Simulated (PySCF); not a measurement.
Species: (F)2Al-NH-SiH3.
Cartesian coordinates in Å at the PBE0-D3(BJ)/def2-SVP level; atoms count from 1:
```xyz
9
AlF2H4NSi angstrom
Al    -1.376   -0.833   -0.675
F     -2.274    0.455   -1.187
F     -1.965   -2.357   -0.929
N      0.178   -0.616    0.129
Si     1.047    0.856    0.482
H      0.650   -1.474    0.410
H      2.353    0.927   -0.246
H      1.341    0.986    1.944
H      0.178    1.987    0.047
```

The closed-shell ground state was solved at several levels (PySCF, density fitting, gas phase, non-relativistic).

| level | basis functions | HOMO (eV) | LUMO (eV) | gap (eV) | dipole (D) |
| --- | --- | --- | --- | --- | --- |
| B3LYP/pcSseg-1 (pcSseg-2 on Al) | 138 | -7.84 | -1.14 | 6.70 | 1.97 |
| CAM-B3LYP/def2-SVPD | 146 | -9.58 | -0.46 | 9.12 | 2.12 |
| PBE0/pcSseg-1 (pcSseg-2 on Al) | 138 | -8.09 | -0.83 | 7.26 | 1.97 |

Question: What might PBE/pcSseg-1 (pcSseg-2 on Al) (138 basis functions) give for the same quantities?

Answer: HOMO -6.72 eV, LUMO -1.71 eV, gap 5.01 eV, dipole 1.90 D.

Question: Over all these levels, which gives the widest orbital gap and which the narrowest?

Answer: CAM-B3LYP/def2-SVPD (range-separated hybrid) has the widest, 9.12 eV, and PBE/pcSseg-1 (pcSseg-2 on Al) (GGA) the narrowest, 5.01 eV. Functional and basis both differ between the two, so the spread mixes both effects.

Question: In the pcSseg-1 (pcSseg-2 on Al) basis, how does the gap go with the fixed share of exact exchange?

Answer: PBE (0 %) 5.01 eV; B3LYP (20 %) 6.70 eV; PBE0 (25 %) 7.26 eV. Each rise in the share widens the gap here.

Question: How far do the dipole and the HOMO energy spread over the levels?

Answer: The dipole runs from 1.90 to 2.12 D (mean 1.99 D) and the HOMO from -9.58 to -6.72 eV.
